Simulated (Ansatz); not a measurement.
**A family of molecules: the atomisation energy (no zero-point term)**

One atom is swapped for its congeners: CH3BClFO (methoxychlorofluoroborane) `COB(F)Cl`; CH3AlClFO `C[O][Al]([F])[Cl]`; CH3ClFInO `C[O][In]([F])[Cl]`. The Ga member is missing. All are singlets with charge 0.

Shapes, held fixed at every level: PBE0-D4/def2-TZVP. Flexible molecules stand in one conformer, not always the lowest. Programs: Ansatz 0.2.0. Values in eV.

| level | CH3BClFO | CH3AlClFO | CH3ClFInO |
| --- | --- | --- | --- |
| HF/def2-TZVPP | 25.65 | 24.07 | 19.27 |
| B3LYP-D4/def2-TZVPP | 34.28 | 32.17 | 27.39 |
| BHLYP-D4/def2-TZVPP | 33.14 | 31.19 | 26.31 |
| PBE0-D4/def2-TZVPP | 34.50 | 32.16 | 27.56 |
| MP2/def2-SVP | 33.87 | 31.46 | 26.84 |
| CCSD(T)/def2-SVP | 32.90 | 30.57 | 25.97 |
| CCSD(T)/def2-TZVPP | 33.48 | 31.64 | 27.03 |

At CCSD(T)/def2-TZVPP the atomisation energy falls at every step, from 33.48 to 27.03 eV. Every level shows the same order. For atoms past krypton def2 sets carry core potentials with scalar relativity. Correlated rows may include outer-core shells of In, which these sets cover unevenly. Spin-orbit coupling, which grows down the group, is left out (summed over each molecule's free atoms 0.07, 0.08, 0.25 eV).
